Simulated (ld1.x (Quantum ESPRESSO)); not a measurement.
Which change was made? (Pm, TM semilocal)

```json
{"Element": "promethium", "Generator": "ld1.x (Quantum ESPRESSO) 7.5", "Type": "norm-conserving Troullier–Martins (semilocal form)", "Functional": "PBEsol", "Relativity": "scalar-relativistic", "Frozen core": "[Kr] 4d10", "Valence charge": "15", "Reference configuration": "4f5 5s2 5p6 5d0 6s2 6p0", "Partial waves": "5s (bound): rc 1.75 bohr; 5p (bound): rc 1.90 bohr; 4f (bound): rc 0.95 bohr; 5d (bound, empty): rc 3.35 bohr", "Local potential": "the d channel", "Core correction": "none"}
```

Occupied shells without a wave of their own: 6s. They enter only through the test configuration that unscreens the potential.

Cutoffs, loose and tight: the cutoffs (Ry, on a coarse ladder) from which the occupation-weighted sum of valence levels, in a spherical-Bessel basis at the reference potential, stays within 10 and 1 mRy of its value at 400 Ry. They do not see the model core or the augmentation charge, which bear on the density cutoff. Test errors are all-electron minus pseudo excitation energies from the reference, over the configurations 4f5 5s2 5p6 5d0 6s1 6p0; 4f5 5s2 5p6 5d0 6s0 6p0; 4f4 5s2 5p6 5d0 6s0 6p0; 4f5 5s2 5p6 5d1 6s0 6p0; 4f5 5s1 5p6 5d0 6s2 6p0; 4f4 5s2 5p6 5d1 6s1 6p0; 4f5 5s2 5p6 5d0 6s1.5 6p0; variants that change the core or the reference have their own tests.

The base gives: outcome: generated; bound ghosts: none; largest test error (meV): -771.

Question: After one change the result is: outcome: generated; cutoff, loose: over 300 Ry; cutoff, tight: over 300 Ry; bound ghosts: none; largest test error (meV): -275. Which change was it?
A. all radii scaled by about 1.17 (s 2.04, p 2.22, d 3.92, f 1.12 bohr)
B. all radii scaled by about 1.38 (s 2.42, p 2.62, d 4.62, f 1.30 bohr)
C. all radii scaled by about 0.74 (s 1.30, p 1.40, d 2.48, f 0.70 bohr)
D. all radii scaled by about 0.92 (s 1.60, p 1.74, d 3.06, f 0.88 bohr)
E. all radii scaled by about 1.07 (s 1.88, p 2.04, d 3.58, f 1.02 bohr)

Answer: C. The others give: all radii scaled by about 1.17 (s 2.04, p 2.22, d 3.92, f 1.12 bohr) → outcome: generated, misses its reference levels by 0.38 eV; cutoff, loose: 260 Ry; cutoff, tight: 300 Ry; bound ghosts: none; largest test error (meV): -2321 | all radii scaled by about 0.92 (s 1.60, p 1.74, d 3.06, f 0.88 bohr) → outcome: generated; bound ghosts: none; largest test error (meV): -395 | all radii scaled by about 1.38 (s 2.42, p 2.62, d 4.62, f 1.30 bohr) → outcome: generated, misses its reference levels by 1.10 eV; cutoff, loose: 200 Ry; cutoff, tight: 300 Ry; bound ghosts: none; largest test error (meV): no test is counted, since the test run did not reproduce the reference configuration | all radii scaled by about 1.07 (s 1.88, p 2.04, d 3.58, f 1.02 bohr) → outcome: generated, misses its reference levels by 0.21 eV; cutoff, loose: 300 Ry; cutoff, tight: over 300 Ry; bound ghosts: none; largest test error (meV): -1335.
